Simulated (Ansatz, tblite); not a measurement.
Spin states of the cluster Te₄As⁺ (the lowest singlet isomer of a short search), each relaxed with PBE-D4/def2-SVP in Ansatz. Electronic energies in the gas phase.

In the def2 sets Te takes a core potential, while STO-3G treats all electrons; there is no spin–orbit coupling. The xTB rows come from tblite. HSE06 is defined as in plane-wave codes, on full-range PBE exchange. Correlated methods freeze 25 core orbitals; core or outer-core shells of As, Te are correlated, in sets that lack core-valence functions. The structure comes from a short search, and lower isomers may exist.

Singlet geometry:

```
atom   x (Å)   y (Å)   z (Å)
 As1  -1.303   0.907   0.476
 Te2   1.068   1.985  -0.087
 Te3  -1.812  -0.873  -1.423
 Te4  -0.251  -1.561   0.757
 Te5   2.298  -0.458   0.277
```

Triplet geometry:

```csv
atom,x (Å),y (Å),z (Å)
As1,0.4362,-0.6871,1.4426
Te2,2.1486,0.4885,-0.3788
Te3,-1.5612,1.0014,1.6133
Te4,-1.5938,-1.0730,-0.1847
Te5,0.5701,0.2702,-2.4924
```

Quintet geometry:

```xyz
5

As    0.015    0.152    1.704
Te    1.682    1.337    0.103
Te   -1.765    1.322    0.168
Te   -0.602   -1.992    0.055
Te    0.670   -0.818   -2.031
```

⟨S²⟩: triplet 2.02 at PBE0-D4/def2-TZVP (pure 2.00), quintet 6.02 at PBE0-D4/def2-TZVP (pure 6.00).

Only these spin states were relaxed. The triplet has other bonds than the singlet, so the gap mixes isomer and spin. The quintet has other bonds than the singlet, so the gap mixes isomer and spin.

Estimate which spin state lies lowest at each of these levels, and by how much: GFN1-xTB; GFN2-xTB; HF/STO-3G; HF/def2-TZVP; PBE-D4/def2-TZVP; r2SCAN-D4/def2-TZVP; PBE0-D4/def2-TZVP; HSE06-D4/def2-TZVP; BHLYP-D4/def2-TZVP; MP2/def2-TZVP.


| level | triplet − singlet (kcal/mol) | quintet − singlet (kcal/mol) | lowest of these | remarks |
| --- | --- | --- | --- | --- |
| GFN1-xTB | 36.0 | 83.1 | singlet | – |
| GFN2-xTB | 29.1 | 80.6 | singlet | – |
| HF/STO-3G | 10.1 | 32.5 | singlet | – |
| HF/def2-TZVP | 1.0 | 14.7 | singlet | spin-contaminated (⟨S²⟩ 6.13) (quintet) |
| PBE-D4/def2-TZVP | 8.8 | 35.5 | singlet | – |
| r2SCAN-D4/def2-TZVP | 6.8 | 32.2 | singlet | – |
| PBE0-D4/def2-TZVP | 8.4 | 34.0 | singlet | – |
| HSE06-D4/def2-TZVP | 8.5 | 33.9 | singlet | – |
| BHLYP-D4/def2-TZVP | 7.9 | 31.3 | singlet | – |
| MP2/def2-TZVP | 14.3 | 44.3 | singlet | spin-contaminated (⟨S²⟩ 6.13) (quintet) |

Change of the quintet − singlet gap on mixing in exact exchange, in kcal/mol: PBE to PBE0 (25 % exact exchange) -1.6. The xTB methods have no term that favours high spin, so they put low spin too low.
